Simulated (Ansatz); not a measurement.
Consider the cleavage of the Ge–Si bond: `[AlH2][CH2][SiH2][GeH3]` + `C=C[SiH2]S` → `C=C[SiH2][S][GeH3]` + `[AlH2][CH2][SiH3]`.

Isolated molecules relaxed with PBE0-D4/def2-TZVP in Ansatz; ΔE leaves out vibrations. CBS: MP2 limit from def2 TZ/QZ plus the TZ coupled-cluster correction, frozen cores. DFT in def2-TZVPP. B3LYP here is the variant with VWN-RPA as its local correlation; programs differ in this. HSE06 is defined as in plane-wave codes. For Ge outer-core shells are correlated without core-valence functions, which leaves a few kJ/mol of doubt a bond. Scalar relativity is left out up to krypton. Each species was taken in one conformer, which may not be the lowest.

```json
{"level": "LDA (SPW92)", "ΔE (kJ/mol)": "-1.2", "difference from CCSD(T)/CBS": "25.0"}
{"level": "revPBE-D4", "ΔE (kJ/mol)": "-18.4", "difference from CCSD(T)/CBS": "7.8"}
{"level": "BLYP-D4", "ΔE (kJ/mol)": "-26.3", "difference from CCSD(T)/CBS": "-0.1"}
{"level": "r2SCAN-D4", "ΔE (kJ/mol)": "-19.9", "difference from CCSD(T)/CBS": "6.3"}
{"level": "B97M-V", "ΔE (kJ/mol)": "-25.8", "difference from CCSD(T)/CBS": "0.4"}
{"level": "PBE0-D4", "ΔE (kJ/mol)": "-18.1", "difference from CCSD(T)/CBS": "8.1"}
{"level": "B3LYP-D4", "ΔE (kJ/mol)": "-28.5", "difference from CCSD(T)/CBS": "-2.3"}
{"level": "r2SCANh-D4", "ΔE (kJ/mol)": "-21.1", "difference from CCSD(T)/CBS": "5.1"}
{"level": "r2SCAN0-D4", "ΔE (kJ/mol)": "-22.7", "difference from CCSD(T)/CBS": "3.5"}
{"level": "HSE06-D4", "ΔE (kJ/mol)": "-18.0", "difference from CCSD(T)/CBS": "8.2"}
{"level": "BHLYP-D4", "ΔE (kJ/mol)": "-34.3", "difference from CCSD(T)/CBS": "-8.1"}
{"level": "ωB97X-V", "ΔE (kJ/mol)": "-27.5", "difference from CCSD(T)/CBS": "-1.3"}
{"level": "ωB97M-V", "ΔE (kJ/mol)": "-26.3", "difference from CCSD(T)/CBS": "-0.1"}
{"level": "B2PLYP", "ΔE (kJ/mol)": "-30.4", "difference from CCSD(T)/CBS": "-4.2"}
{"level": "PBE-QIDH", "ΔE (kJ/mol)": "-25.9", "difference from CCSD(T)/CBS": "0.3"}
{"level": "PBE", "ΔE (kJ/mol)": "-11.4", "difference from CCSD(T)/CBS": "14.8"}
{"level": "revPBE", "ΔE (kJ/mol)": "-15.2", "difference from CCSD(T)/CBS": "11.0"}
{"level": "BLYP", "ΔE (kJ/mol)": "-23.5", "difference from CCSD(T)/CBS": "2.7"}
{"level": "r2SCAN", "ΔE (kJ/mol)": "-19.5", "difference from CCSD(T)/CBS": "6.7"}
{"level": "PBE0", "ΔE (kJ/mol)": "-16.8", "difference from CCSD(T)/CBS": "9.4"}
{"level": "B3LYP", "ΔE (kJ/mol)": "-26.3", "difference from CCSD(T)/CBS": "-0.1"}
{"level": "r2SCANh", "ΔE (kJ/mol)": "-20.6", "difference from CCSD(T)/CBS": "5.6"}
{"level": "r2SCAN0", "ΔE (kJ/mol)": "-22.2", "difference from CCSD(T)/CBS": "4.0"}
{"level": "HSE06", "ΔE (kJ/mol)": "-16.8", "difference from CCSD(T)/CBS": "9.4"}
{"level": "BHLYP", "ΔE (kJ/mol)": "-33.2", "difference from CCSD(T)/CBS": "-7.0"}
{"level": "CAM-B3LYP", "ΔE (kJ/mol)": "-27.9", "difference from CCSD(T)/CBS": "-1.7"}
{"level": "LC-ωPBE", "ΔE (kJ/mol)": "-21.1", "difference from CCSD(T)/CBS": "5.1"}
{"level": "RPA@PBE/def2-TZVPP", "ΔE (kJ/mol)": "-29.6", "difference from CCSD(T)/CBS": "-3.4"}
{"level": "MP2/def2-SVP", "ΔE (kJ/mol)": "-41.8", "difference from CCSD(T)/CBS": "-15.6"}
{"level": "CCSD/def2-SVP", "ΔE (kJ/mol)": "-36.6", "difference from CCSD(T)/CBS": "-10.4"}
{"level": "CCSD(T)/def2-SVP", "ΔE (kJ/mol)": "-35.3", "difference from CCSD(T)/CBS": "-9.1"}
{"level": "HF/def2-TZVPP", "ΔE (kJ/mol)": "-50.1", "difference from CCSD(T)/CBS": "-23.9"}
{"level": "MP2/def2-TZVPP", "ΔE (kJ/mol)": "-35.3", "difference from CCSD(T)/CBS": "-9.1"}
{"level": "SCS-MP2/def2-TZVPP", "ΔE (kJ/mol)": "-37.6", "difference from CCSD(T)/CBS": "-11.4"}
{"level": "CCSD/def2-TZVPP", "ΔE (kJ/mol)": "-29.2", "difference from CCSD(T)/CBS": "-3.0"}
{"level": "CCSD(T)/def2-TZVPP", "ΔE (kJ/mol)": "-27.6", "difference from CCSD(T)/CBS": "-1.4"}
{"level": "SCS-MP2/def2-QZVPP", "ΔE (kJ/mol)": "-37.2", "difference from CCSD(T)/CBS": "-11.0"}
{"level": "HF/CBS(def2)", "ΔE (kJ/mol)": "-50.1", "difference from CCSD(T)/CBS": "-23.9"}
{"level": "MP2/CBS(def2)", "ΔE (kJ/mol)": "-33.8", "difference from CCSD(T)/CBS": "-7.6"}
{"level": "CCSD/CBS(def2)", "ΔE (kJ/mol)": "-27.8", "difference from CCSD(T)/CBS": "-1.6"}
{"level": "CCSD(T)/CBS", "ΔE (kJ/mol)": "-26.2", "difference from CCSD(T)/CBS": "0"}
```

(1) What do rigid-rotor, harmonic-oscillator terms from PBE0-D4/def2-TZVP frequencies (298.15 K, 1 bar) make of the CCSD(T)/CBS value? (Estimate.)

Largest T1 diagnostic among the species: 0.012.

## Answers

(1) The calculation gave: ΔZPE = +0.1 kJ/mol, ΔH = -25.1 kJ/mol, ΔS = 18 J/(mol·K), ΔG = -30.4 kJ/mol.

At CCSD(T), def2-SVP lies −9.1 kJ/mol from the extrapolated value and def2-TZVPP −1.4 kJ/mol. Leaving LDA and LC-ωPBE aside and taking each functional with its dispersion term where it has one, the values, not all of them listed here, spread over 21.5 kJ/mol, from BHLYP-D4 to PBE-D4. LDA lies +10.2 kJ/mol from PBE without D4. From BLYP to BHLYP (50 % exact exchange), in def2-TZVPP and without D4, ΔE moves by −9.8 kJ/mol.

CCSD(T)/CBS has its own doubt, a few kJ/mol and more with outer-core shells, so smaller differences from it don't rank the levels.
